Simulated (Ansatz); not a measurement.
Program: Ansatz. Geometries: PBE0-D4/def2-TZVP. ΔE: electronic, gas phase. CCSD(T)/CBS is the MP2 limit (def2-TZVPP, def2-QZVPP) plus CCSD(T) − MP2 in def2-TZVPP, frozen cores. This one scheme is used for every species. Functionals use def2-TZVPP. HSE06 is defined as in plane-wave codes. Elements past krypton have def2 core potentials. For In outer-core shells are correlated without core-valence functions, which leaves a few kJ/mol of doubt a bond. Each species was taken in one conformer, which may not be the lowest.

Consider the ligand exchange at the In–C bond: `[OH][InH][CH2][SiH3]` + HCl → `[OH][InH][Cl]` + `C[SiH3]`.

```csv
species,HSE06-D4 energy (Eh)
`[OH][InH][CH2][SiH3]`,-596.96387
HCl,-460.65768
`[OH][InH][Cl]`,-726.62868
`C[SiH3]`,-331.04450
```

**Question.** Work out ΔE.

**Answer.** ΔE = (-726.62868) + (-331.04450) − (-596.96387) − (-460.65768) = -0.05163 Eh = -32.4 kcal/mol. CCSD(T)/CBS gives -30.7 kcal/mol.

Largest T1 diagnostic among the species: 0.015.

From PBE to PBE0 (25 % exact exchange), in def2-TZVPP and without D4, ΔE moves by −0.9 kcal/mol. At CCSD(T), def2-SVP lies −2.2 kcal/mol from the extrapolated value and def2-TZVPP +0.4 kcal/mol. Leaving LDA and LC-ωPBE aside and taking each functional with its dispersion term where it has one, the values, not all of them listed here, spread over 3.4 kcal/mol, from B97M-V to PBE-D4. LDA lies +2.4 kcal/mol from PBE without D4.
